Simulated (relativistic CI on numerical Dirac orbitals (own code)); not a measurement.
**Ions with 42 electrons, Sm20+ to Tl39+**

These numbers are calculated, not measured: Dirac-Coulomb-Breit CI, separate exchange-only KLI orbitals for each configuration, model QED (radiative potential, 1s self-energy scaled to tabulated hydrogen-like ionisation energies), unscaled Slater integrals (own radial code, finite nucleus).

Configurations in the expansion (outside the closed core [Ar] 3d10): 4s2 4p6 4d6, 4s2 4p6 4d5 5s, 4s2 4p5 4d7, 4s2 4p4 4d8, 4s 4p6 4d7, 4s2 4p6 4d5 5p, 4s2 4p6 4d4 5s2. Levels of other configurations are missing.

Energies above each ion's lowest level, in cm⁻¹. Levels are followed by their leading LS label, which can pass from one level to another where the coupling changes.

```tsv
Ion	4s2 4p6 4d6 5D_4	4s2 4p6 4d6 3P_2	4s2 4p6 4d6 5D_3	4s2 4p6 4d6 5D_1	4s2 4p6 4d6 3G_5
Sm20+	0.0	15333.3	31815.7	40467.3	67067.7
Eu21+	0.0	15774.7	36049.9	45096.8	71717.9
Gd22+	0.0	16205.0	40695.8	50131.2	76760.8
Tb23+	0.0	16631.4	45773.3	55590.9	82219.7
Dy24+	0.0	17059.3	51302.0	61496.3	88117.2
Ho25+	0.0	17493.0	57300.5	67866.6	94474.9
Er26+	0.0	17935.2	63787.9	74721.4	101313.7
Tm27+	0.0	18387.8	70782.6	82079.9	108654.4
Yb28+	0.0	18852.1	78303.7	89961.7	116517.6
Lu29+	0.0	19328.5	86370.3	98386.4	124923.8
Hf30+	0.0	19817.2	95002.1	107374.2	133893.8
Ta31+	0.0	20317.9	104219.2	116945.6	143448.8
W32+	0.0	20830.3	114042.7	127122.0	153610.3
Re33+	135734.8	21353.9	124493.7	137925.0	164400.2
Os34+	146425.7	21888.0	135594.5	149377.2	175841.3
Ir35+	157808.3	22432.1	147367.8	161501.3	187956.3
Pt36+	169905.3	22985.6	159837.1	174321.2	200769.1
Au37+	182739.4	23547.8	173026.6	187861.3	214303.9
Hg38+	196334.5	24118.2	186961.1	202146.6	228585.7
Tl39+	210714.9	24696.2	201666.0	217202.6	243639.8
```

The lowest level keeps the configuration 4s2 4p6 4d6 and J = 4 throughout.

Between Z = 78 and 81 the energy of 4s2 4p6 4d6 5D_4 follows a local power law Z^5.7. For orientation: electrostatic splittings inside a shell grow about linearly with the screened charge, excitations that change n as its square, and fine structure as its fourth power; written in Z itself the exponents are larger, since the screened charge grows faster in proportion.
